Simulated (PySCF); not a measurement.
Polarisability and C₆ of Fe (iron, neutral)

[Ar] 3d6 4s2, high-spin 5D determinant. Calculation: PySCF 2.14, in aug-cc-pVDZ-DK (7s6p4d2f, 59 functions); the spin-free X2C one-electron Hamiltonian (Gaussian nucleus). Coupled (time-dependent) response in atomic units; α is the mean over directions. A double-zeta set is small for polarisabilities.

```csv
method,mean α (bohr³),"α xx, yy, zz",C₆ (like pair),S(−4)
r2SCANh,62.68,"63.75, 63.75, 60.55",578.4,2070
```

S(−4) is the Cauchy moment in α(ω) = α(0) + S(−4) ω² + …

Reference α: 62 ± 4 bohr³ (recommended; Schwerdtfeger and Nagle, table of static dipole polarizabilities (2023 update)). Published C₆: 482.0 (Chu and Dalgarno (2004); Tang, Norbeck and Certain (1976)).

α(iu) at r2SCANh:

| u (hartree) | α(iu) (bohr³) |
| --- | --- |
| 0 | 62.68 |
| 0.0500 | 58.03 |
| 0.100 | 48.08 |
| 0.200 | 29.84 |
| 0.300 | 19.20 |
| 0.500 | 9.958 |
| 0.750 | 5.812 |
| 1.00 | 3.982 |
| 1.50 | 2.331 |
| 2.00 | 1.580 |
| 3.00 | 0.8933 |
| 5.00 | 0.4111 |

A single London oscillator, α(iu) = α/(1 + u²/ω²), gives C₆ = (3/4) ω α². Matching the computed C₆ needs ω = 4 × 578.4 / (3 × 62.68²) = 0.196 hartree.

The components differ because the open shell of this determinant is not spherical; for a pure term their mean is the scalar polarisability.
